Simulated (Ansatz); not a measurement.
The cluster Hg4O5. Total charge 0; singlet. Geometry B3LYP-D4/def2-SVP.

```xyz
9

Hg   -1.323   -0.800    0.905
Hg    0.794   -1.185   -1.236
Hg    0.363    1.718    0.701
Hg   -3.848   -2.184    2.399
O     2.255    0.147   -1.817
O    -1.213    1.047    1.791
O     1.725    1.451   -1.787
O    -0.725   -2.252   -0.415
O     1.971    2.058   -0.542
```

In the def2 sets Hg takes a core potential; there is no spin–orbit coupling. The structure holds 2 bonds between oxygen atoms, so isomers without such links may lie far lower. The structure comes from a short search, and lower isomers may exist.

(1) Estimate the orbital energies around the gap (eV) in Ansatz with PBE-D4/def2-SVP, B97M-V/def2-TZVP, PBE0-D4/def2-SVP, PBE0-D4/def2-TZVP, ωB97X-V/def2-TZVP.

## Answers

(1) 
```json
{"orbital": "HOMO−13", "PBE-D4/def2-SVP": "-10.56", "B97M-V/def2-TZVP": "-11.19", "PBE0-D4/def2-SVP": "-12.48", "PBE0-D4/def2-TZVP": "-12.52", "ωB97X-V/def2-TZVP": "-14.99"}
{"orbital": "HOMO−12", "PBE-D4/def2-SVP": "-10.52", "B97M-V/def2-TZVP": "-11.16", "PBE0-D4/def2-SVP": "-12.44", "PBE0-D4/def2-TZVP": "-12.48", "ωB97X-V/def2-TZVP": "-14.96"}
{"orbital": "HOMO−11", "PBE-D4/def2-SVP": "-10.52", "B97M-V/def2-TZVP": "-11.16", "PBE0-D4/def2-SVP": "-12.44", "PBE0-D4/def2-TZVP": "-12.48", "ωB97X-V/def2-TZVP": "-14.95"}
{"orbital": "HOMO−10", "PBE-D4/def2-SVP": "-8.88", "B97M-V/def2-TZVP": "-9.04", "PBE0-D4/def2-SVP": "-10.25", "PBE0-D4/def2-TZVP": "-10.32", "ωB97X-V/def2-TZVP": "-12.74"}
{"orbital": "HOMO−9", "PBE-D4/def2-SVP": "-8.69", "B97M-V/def2-TZVP": "-8.74", "PBE0-D4/def2-SVP": "-9.96", "PBE0-D4/def2-TZVP": "-9.97", "ωB97X-V/def2-TZVP": "-12.32"}
{"orbital": "HOMO−8", "PBE-D4/def2-SVP": "-8.67", "B97M-V/def2-TZVP": "-8.74", "PBE0-D4/def2-SVP": "-9.94", "PBE0-D4/def2-TZVP": "-9.94", "ωB97X-V/def2-TZVP": "-12.32"}
{"orbital": "HOMO−7", "PBE-D4/def2-SVP": "-8.24", "B97M-V/def2-TZVP": "-8.47", "PBE0-D4/def2-SVP": "-9.43", "PBE0-D4/def2-TZVP": "-9.57", "ωB97X-V/def2-TZVP": "-11.78"}
{"orbital": "HOMO−6", "PBE-D4/def2-SVP": "-7.23", "B97M-V/def2-TZVP": "-7.67", "PBE0-D4/def2-SVP": "-8.73", "PBE0-D4/def2-TZVP": "-8.87", "ωB97X-V/def2-TZVP": "-11.30"}
{"orbital": "HOMO−5", "PBE-D4/def2-SVP": "-7.18", "B97M-V/def2-TZVP": "-7.42", "PBE0-D4/def2-SVP": "-8.52", "PBE0-D4/def2-TZVP": "-8.63", "ωB97X-V/def2-TZVP": "-10.97"}
{"orbital": "HOMO−4", "PBE-D4/def2-SVP": "-7.01", "B97M-V/def2-TZVP": "-7.06", "PBE0-D4/def2-SVP": "-8.14", "PBE0-D4/def2-TZVP": "-8.26", "ωB97X-V/def2-TZVP": "-10.63"}
{"orbital": "HOMO−3", "PBE-D4/def2-SVP": "-6.66", "B97M-V/def2-TZVP": "-7.04", "PBE0-D4/def2-SVP": "-8.03", "PBE0-D4/def2-TZVP": "-8.13", "ωB97X-V/def2-TZVP": "-10.36"}
{"orbital": "HOMO−2", "PBE-D4/def2-SVP": "-6.55", "B97M-V/def2-TZVP": "-7.01", "PBE0-D4/def2-SVP": "-7.96", "PBE0-D4/def2-TZVP": "-8.04", "ωB97X-V/def2-TZVP": "-10.20"}
{"orbital": "HOMO−1", "PBE-D4/def2-SVP": "-6.05", "B97M-V/def2-TZVP": "-6.57", "PBE0-D4/def2-SVP": "-7.68", "PBE0-D4/def2-TZVP": "-7.81", "ωB97X-V/def2-TZVP": "-10.03"}
{"orbital": "HOMO", "PBE-D4/def2-SVP": "-5.85", "B97M-V/def2-TZVP": "-6.09", "PBE0-D4/def2-SVP": "-6.97", "PBE0-D4/def2-TZVP": "-7.09", "ωB97X-V/def2-TZVP": "-9.20"}
{"orbital": "LUMO", "PBE-D4/def2-SVP": "-3.65", "B97M-V/def2-TZVP": "-3.59", "PBE0-D4/def2-SVP": "-2.90", "PBE0-D4/def2-TZVP": "-2.97", "ωB97X-V/def2-TZVP": "-1.07"}
{"orbital": "LUMO+1", "PBE-D4/def2-SVP": "-2.90", "B97M-V/def2-TZVP": "-2.73", "PBE0-D4/def2-SVP": "-1.95", "PBE0-D4/def2-TZVP": "-2.03", "ωB97X-V/def2-TZVP": "-0.09"}
{"orbital": "LUMO+2", "PBE-D4/def2-SVP": "-2.49", "B97M-V/def2-TZVP": "-2.52", "PBE0-D4/def2-SVP": "-1.76", "PBE0-D4/def2-TZVP": "-1.95", "ωB97X-V/def2-TZVP": "-0.02"}
{"orbital": "LUMO+3", "PBE-D4/def2-SVP": "-2.01", "B97M-V/def2-TZVP": "-2.03", "PBE0-D4/def2-SVP": "-1.11", "PBE0-D4/def2-TZVP": "-1.35", "ωB97X-V/def2-TZVP": "0.21"}
{"orbital": "LUMO+4", "PBE-D4/def2-SVP": "-1.63", "B97M-V/def2-TZVP": "-1.94", "PBE0-D4/def2-SVP": "-1.05", "PBE0-D4/def2-TZVP": "-1.25", "ωB97X-V/def2-TZVP": "0.65"}
{"orbital": "LUMO+5", "PBE-D4/def2-SVP": "-1.17", "B97M-V/def2-TZVP": "-1.49", "PBE0-D4/def2-SVP": "-0.54", "PBE0-D4/def2-TZVP": "-0.84", "ωB97X-V/def2-TZVP": "0.74"}
```
